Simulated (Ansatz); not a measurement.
Cost and result for the atomization energy of `C=CB(O)[SeH]` (10 atoms, 9 bonds).

```xyz
10

C     0.529    1.314    0.653
C    -0.187    0.672   -0.268
B    -0.264   -0.870   -0.458
O    -0.560   -1.425   -1.662
Se    0.045   -2.183    0.960
H     0.574    2.397    0.698
H     1.114    0.777    1.393
H    -0.729    1.287   -0.990
H    -0.677   -0.776   -2.361
H     0.156   -1.193    2.035
```

Total charge 0; spin multiplicity 1. Correlated methods include outer-core shells of Se, which these sets cover unevenly. Scalar relativity is left out up to krypton. Geometry: relaxed with PBE0-D4/def2-TZVP. It is one conformer, not always the lowest. Program: Ansatz. All runs use 4 threads of an Arm Neoverse V1 on a shared host. Times are those of one run each, without the atoms' runs, and a repeat can differ threefold. Electronic energies, without spin–orbit coupling; frozen cores. CCSD(T)/CBS adds CCSD(T) − MP2 in def2-TZVPP to the MP2 limit, and its time is that of the two runs behind it. T1 = 0.012. With those shells the extrapolation isn't a true limit. B3LYP takes the VWN-RPA correlation (the form of Gaussian; ORCA's B3LYP/G).

CCSD(T)/CBS is a level of theory with its own doubt, some kJ/mol a heavy atom from the limit and from the frozen cores, so smaller differences don't rank the functionals.

```
                             level  functions  wall time
   PBE-D4/def2-TZVPP (with forces)        242        3 s
                PBE0-D4/def2-TZVPP        242      3.7 s
 B3LYP-D4/def2-TZVPP (with forces)        242        6 s
r2SCAN-D4/def2-TZVPP (with forces)        242      6.5 s
                 B2PLYP/def2-TZVPP        242        7 s
                ωB97X-V/def2-TZVPP        242      9.5 s
  ωB97M-V/def2-TZVPP (with forces)        242       14 s
                    MP2/def2-QZVPP        467       31 s
                CCSD(T)/def2-TZVPP        242      4 min
                 CCSD(T)/CBS(def2)          –    4.5 min
```

(1) What atomization energy does each give, and how far from CCSD(T)/CBS? (An estimate is asked.)

## Answers

(1) Ansatz gave: 
| level | atomization (kJ/mol) | difference from CCSD(T)/CBS | per bond |
| --- | --- | --- | --- |
| PBE-D4/def2-TZVPP (with forces) | 4101.8 | 107.3 | 11.9 |
| PBE0-D4/def2-TZVPP | 4018.1 | 23.6 | 2.6 |
| B3LYP-D4/def2-TZVPP (with forces) | 3997.0 | 2.5 | 0.3 |
| r2SCAN-D4/def2-TZVPP (with forces) | 4022.3 | 27.8 | 3.1 |
| B2PLYP/def2-TZVPP | 3958.7 | -35.8 | -4.0 |
| ωB97X-V/def2-TZVPP | 3990.9 | -3.6 | -0.4 |
| ωB97M-V/def2-TZVPP (with forces) | 4000.0 | 5.5 | 0.6 |
| MP2/def2-QZVPP | 4040.0 | 45.5 | 5.0 |
| CCSD(T)/def2-TZVPP | 3894.9 | -99.6 | -11.1 |
| CCSD(T)/CBS(def2) | 3994.5 | 0.0 | 0.0 |

In def2-TZVPP, CCSD(T) changes the Hartree–Fock value by +968.3 kJ/mol (the triples alone add +68.1 kJ/mol) and MP2 by +1055.3 kJ/mol; breaking electron pairs costs correlation energy, which Hartree–Fock lacks. From PBE to PBE0 (25 % exact exchange), in def2-TZVPP and without D4, the atomization energy moves by −80.3 kJ/mol: exact exchange takes away binding that semilocal exchange gives to molecules. The D4 term adds +35.4 kJ/mol with B3LYP and +18.5 kJ/mol with PBE0; it sums over pairs of atoms, weighted by their polarisabilities, and B3LYP, whose exchange is more repulsive, gets the larger term.
